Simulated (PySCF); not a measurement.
**[Gd(NH2)2]+ at several levels of theory**

Computed with PySCF 2.14.0 (density fitting, no spin-orbit coupling) at the geometry relaxed with PBE0:

```xyz
7
[Gd(NH2)2]+ (singlet in the valence; each metal's 4f electrons, 7 of them, lie in its core potential, out of spins and levels)
Gd    0.0000    0.7871    0.0251
N     1.6607    0.0318    1.0503
H     1.6017   -0.5724    1.8746
H     2.6585    0.1609    0.8661
N    -1.6607    0.0318    1.0503
H    -2.6585    0.1609    0.8661
H    -1.6017   -0.5724    1.8746
```

| level | basis | state | HOMO (eV) | gap (eV) | charge on Gd1 (e) | population of f-type functions on Gd1 (polarisation alone where 4f lies in the core) | dipole about the centre of mass (D) | largest force component (eV/Å) |
| --- | --- | --- | --- | --- | --- | --- | --- | --- |
| PBE0 | Gd lcecp-1-SVP with ECP53, N def2-SVP, H def2-SVP | singlet | -11.60 | 5.03 | 1.22 | 0.06 | 2.81 | 0.02 |
| revPBE | the same | singlet | -10.29 | 3.08 | 1.10 | 0.05 | 2.39 | 0.41 |
| PBE0 | Gd lcecp-1-TZVP with ECP53, N def2-TZVP, H def2-TZVP | singlet | -11.63 | 5.05 | 1.63 | 0.05 | 3.09 | 0.31 |

In the lcecp rows the 4f levels are missing from HOMO and gap, and the state counts the valence alone.

Charges are Mulliken's, which hang on the basis. The relaxation used the grid (50, 194), these runs (75, 302) or, all-electron (x2c bases, spin-free X2C Hamiltonian), (99, 590).

Question: What does wB97X with Gd lcecp-1-SVP with ECP53, N def2-SVP, H def2-SVP give here?

Answer: state singlet, HOMO (eV) -13.96, gap (eV) 9.32, charge on Gd1 (e) 1.26, population of f-type functions on Gd1 (polarisation alone where 4f lies in the core) 0.06, dipole about the centre of mass (D) 3.26, largest force component (eV/Å) 0.09. Time: 6.4 s on 2 threads of Arm Neoverse V1, with other jobs on the host, from an already converged density.

In the first row's basis the gap widens with exact exchange: 3.1 eV for revPBE (none); 5.0 eV for PBE0 (a fixed share); 9.3 eV for wB97X (rising or full at long range).

An lcecp potential fixes the number of 4f electrons, so in runs with it no electron can move into or out of that shell.
